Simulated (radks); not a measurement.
Q: Numerical settings for the thulium ion Tm3+, [Xe] 4f12. All-electron calculation, scalar-relativistic Kohn-Sham, LDA (Slater exchange, Perdew-Wang correlation), spin-polarised, spherical densities, point nucleus; open shells are filled with parallel spins first (spin-orbit coupling, left out, can overturn this in heavy ions). Program: a radial shooting solver on a logarithmic mesh with Libxc functionals. The defaults (mesh step 0.008 in ln r, mesh end at 40 bohr or more with all orbitals vanishing there, Anderson mixing 0.5 over 9 steps, residual threshold near 1e-9 with the energy settled to 1e-9 hartree or 1e-11 of itself, here a cap of 62 iterations) give E = -13557.3743 hartree and 4f at -35.264 eV in 16 iterations. Run on one thread of a shared host, so times are rough (Arm Neoverse V1): 0.31 s of CPU time, 0.31 s wall, 16 iterations on 2501 mesh points. One setting is changed at a time: mesh step in ln r 0.003; mesh step in ln r 0.012; mesh step in ln r 0.05; mesh end (bohr) 8; mesh end (bohr) 2; residual threshold 0.001; residual threshold 0.1; mixing 0.2; linear mixing, mixing 0.8; linear mixing, mixing 0.5; mixing history 3; iteration cap 5. Which runs fail to converge, and which converge to a wrong energy?

A: Not converged within the cap: linear mixing, mixing 0.8; iteration cap 5. Settings that end as converged yet miss the energy by more than 1 mhartree: mesh end (bohr) 2 (+5.39 hartree).
